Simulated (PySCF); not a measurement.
Compound: C6H8O3.
Atom-mapped SMILES: `[O:1]=[CH:2][O:3][C@@H:4]1[CH2:5][CH2:6][CH2:7][C:8]1=[O:9]` (hydrogens: H10 on C2; H11 on C4; H12, H13 on C5; H14, H15 on C6; H16, H17 on C7)

Computed with PySCF at PBE0/def2-SVPD, non-relativistic, on one gas-phase PBE0-D3(BJ)/def2-SVP geometry that isn't relaxed in the solvent. The solvent is an IEF-PCM continuum (van der Waals radii × 1.2). Specific hydrogen bonds and non-electrostatic terms are outside this model.

Gas phase at PBE0/def2-SVPD: HOMO -7.40 eV, LUMO -1.06 eV, dipole 4.30 D.

What does the continuum do to the energy, the frontier levels and the dipole at PBE0/def2-SVPD in chloroform and dichloromethane?

```json
{"solvent": "chloroform", "ε": "4.711", "E(solvent) − E(gas) (kcal/mol)": "-6.66", "polarisation term (kcal/mol)": "-7.62", "distortion of the solute (kcal/mol)": "0.96", "HOMO (eV)": "-7.41", "LUMO (eV)": "-1.00", "dipole (D)": "5.23"}
{"solvent": "dichloromethane", "ε": "8.93", "E(solvent) − E(gas) (kcal/mol)": "-7.98", "polarisation term (kcal/mol)": "-9.37", "distortion of the solute (kcal/mol)": "1.39", "HOMO (eV)": "-7.43", "LUMO (eV)": "-1.00", "dipole (D)": "5.43"}
```

The polarisation term is half the interaction of the solute with the surface charges that it induces; the rest is the cost of distorting the solute's density. The sum is the electrostatic part of solvation alone. From chloroform to dichloromethane the lowering changes by a factor 1.20, Onsager's factor (ε − 1)/(2ε + 1) by 1.18 and ε itself by 1.9.

Which radius a makes the point-dipole formula ΔE = −[(ε − 1)/(2ε + 1)]·μ²/a³ give the value in dichloromethane, with the gas-phase dipole?

μ = 1.690 au and |ΔE| = 0.01271 Eh give a = 2.41 Å; the farthest nucleus lies 3.81 Å from the centroid of the nuclei, so such a sphere wouldn't even hold the nuclei. The formula assumes a rigid point dipole at the centre of a sphere.

How does the static polarisability (PBE0/def2-SVPD, frozen core, with the continuum's full static response) change?

```json
{"medium": "gas", "isotropic (au)": "77.6", "principal values (au)": "66.2, 73.7, 93.0", "⟨r²⟩ of the electrons (bohr²)": "1193.3"}
{"medium": "chloroform", "isotropic (au)": "94.5", "principal values (au)": "82.6, 90.2, 110.8", "⟨r²⟩ of the electrons (bohr²)": "1193.1"}
{"medium": "dichloromethane", "isotropic (au)": "98.5", "principal values (au)": "87.1, 94.1, 114.4", "⟨r²⟩ of the electrons (bohr²)": "1193.1"}
```

The isotropic value in dichloromethane is 1.27 times the gas-phase one; no cavity-field correction is applied. ⟨r²⟩ is taken about the centre of nuclear charge.

Cost: about 60 s of CPU time on one thread; the machine was shared, so the figure is rough. This is the whole response run at PBE0/def2-SVPD in dichloromethane, SCF included.
